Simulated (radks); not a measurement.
Results of a calculation; reference values are marked as such.
The palladium ion Pd6+, configuration [Kr] 4d4 (the NIST ground configuration). Code: a radial shooting solver on a logarithmic mesh with Libxc functionals. Model: Dirac Kohn-Sham, PBE, spin-unpolarised, spherical densities, point nucleus; open shells fill j = l - 1/2 first.

Normalised radial functions P(r) = r R(r) (large component), r in bohr:

```
   r/bohr * 3d5/2, o 4s1/2, + 4d5/2 (the largest magnitude, 1.69, reaches the edge; | marks zero, & curves that meet)
 0.001237                             &o
 0.001406                             &o
 0.001611                             &o
 0.001831                             &o
 0.002081                             &o
 0.002365                             & o
 0.002709                             & o
 0.003079                             & o
   0.0035                             & o
 0.003977                             & o
 0.004521                             &  o
 0.005179                             &  o
 0.005886                             &  o
  0.00669                             &  o
 0.007604                             &  o
 0.008711                             &   o
 0.009901                             &   o
  0.01125                             &   o
  0.01279                             &   o
  0.01454                             &   o
  0.01665                             &   o
  0.01893                             &   o
  0.02151                             &   o
  0.02445                             &  o
  0.02801                             +* o
  0.03184                             +*o
  0.03618                             +&
  0.04113                             o+*
  0.04674                           o |+*
  0.05355                          o  |+ *
  0.06086                         o   |+  *
  0.06917                       o     | +  *
  0.07862                      o      |  +  *
  0.09007                      o      |  +    *
   0.1024                      o      |   +     *
   0.1164                       o     |    +       *
   0.1322                         o   |     +        *
   0.1503                           o |      +          *
   0.1722                             | o     +            *
   0.1957                             |    o  +              *
   0.2224                             |       o+               *
   0.2528                             |       + o                *
   0.2896                             |      +   o               *
   0.3292                             |     +   o               *
   0.3741                             |   +  o                 *
   0.4252                             |+o                   *
   0.4833                          o+ |                  *
   0.5537                    o  +     |              *
   0.6293               o    +        |          *
   0.7153           o     +           |       *
   0.8129          o   +              |    *
   0.9314          o  +               |  *
    1.059            o+               | *
    1.203              + o            |*
    1.367                +  o         *
    1.554                  +    o     *
     1.78                     +   o   *
    2.024                       +   o *
      2.3                         +  o*
    2.614                           + &
    2.995                            +&
    3.404                            +&
    3.869                             &
```

3d5/2: eigenvalue -423.43 eV, 0 radial nodes, <r> = 0.358 bohr, 90 % of the charge inside 0.568 bohr. 4s1/2: eigenvalue -180.39 eV, 3 radial nodes at r = 0.0401, 0.161, 0.451 bohr, <r> = 0.918 bohr, 90 % of the charge inside 1.32 bohr. 4d5/2 (empty): eigenvalue -91.343 eV, 1 radial node at r = 0.444 bohr, <r> = 1.17 bohr, 90 % of the charge inside 1.76 bohr.
